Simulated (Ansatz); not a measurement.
Cost and result for the atomization energy of `C1[SiH2]C[SiH2][SiH2]1` (15 atoms, 15 bonds).

```xyz
15

C     0.9812    0.8705    0.9548
Si    0.0831   -0.7315    1.3502
C    -0.2021   -1.5813   -0.3008
Si   -0.8359   -0.2678   -1.5036
Si    0.0965    1.6594   -0.5180
H     2.0085    0.6304    0.6594
H     1.0334    1.5431    1.8139
H    -1.2368   -0.4093    1.9648
H     0.8408   -1.5869    2.3066
H     0.7582   -1.9597   -0.6684
H    -0.8832   -2.4316   -0.2209
H    -2.3245   -0.2288   -1.4916
H    -0.3954   -0.5258   -2.9028
H    -0.9550    2.6030   -0.0471
H     1.0312    2.4163   -1.3966
```

Total charge 0; spin multiplicity 1. All single points use the PBE0-D4/def2-TZVP geometry. Program: Ansatz. All runs use 2 threads of an AMD EPYC 7R13 on a shared host and a share of an NVIDIA H100 80 GB. Times are those of one run each, without the atoms' runs, and a repeat can differ threefold. Electronic energies, without spin–orbit coupling; frozen cores. CCSD(T)/CBS adds CCSD(T) − MP2 in def2-TZVPP to the MP2 limit, and its time is that of the two runs behind it. T1 = 0.012. B3LYP takes the VWN-RPA correlation (the form of Gaussian; ORCA's B3LYP/G).

CCSD(T)/CBS is a level of theory with its own doubt, some kJ/mol a heavy atom from the limit and from the frozen cores, so smaller differences don't rank the functionals.

```csv
level,functions,wall time
PBE0-D4/def2-TZVPP,328,1.7 s
PBE-D4/def2-TZVPP (with forces),328,1.9 s
B3LYP-D4/def2-TZVPP (with forces),328,2.2 s
r2SCAN-D4/def2-TZVPP (with forces),328,2.5 s
ωB97X-V/def2-TZVPP,328,2.5 s
B2PLYP/def2-TZVPP,328,2.7 s
ωB97M-V/def2-TZVPP (with forces),328,3.1 s
MP2/def2-QZVPP,624,3.6 s
CCSD(T)/def2-TZVPP,328,4.5 s
CCSD(T)/CBS(def2),–,8.1 s
```

(1) What atomization energy does each give, and how far from CCSD(T)/CBS? (Estimate.)

Answers

(1) The calculation gave: 
```tsv
level	atomization (kJ/mol)	difference from CCSD(T)/CBS	per bond
PBE0-D4/def2-TZVPP	5155.3	-13.7	-0.9
PBE-D4/def2-TZVPP (with forces)	5168.1	-0.9	-0.1
B3LYP-D4/def2-TZVPP (with forces)	5156.1	-12.9	-0.9
r2SCAN-D4/def2-TZVPP (with forces)	5175.7	6.7	0.4
ωB97X-V/def2-TZVPP	5204.5	35.5	2.4
B2PLYP/def2-TZVPP	5087.3	-81.7	-5.4
ωB97M-V/def2-TZVPP (with forces)	5177.0	8.0	0.5
MP2/def2-QZVPP	5122.4	-46.6	-3.1
CCSD(T)/def2-TZVPP	5045.7	-123.3	-8.2
CCSD(T)/CBS(def2)	5169.0	0.0	0.0
```

From PBE to PBE0 (25 % exact exchange), in def2-TZVPP and without D4, the atomization energy moves by −6.7 kJ/mol: exact exchange takes away binding that semilocal exchange gives to molecules. In def2-TZVPP, CCSD(T) changes the Hartree–Fock value by +1101.2 kJ/mol (the triples alone add +54.9 kJ/mol) and MP2 by +1104.8 kJ/mol; breaking electron pairs costs correlation energy, which Hartree–Fock lacks. The D4 term adds +68.8 kJ/mol with B3LYP and +36.3 kJ/mol with PBE0; it sums over pairs of atoms, weighted by their polarisabilities, and B3LYP, whose exchange is more repulsive, gets the larger term.
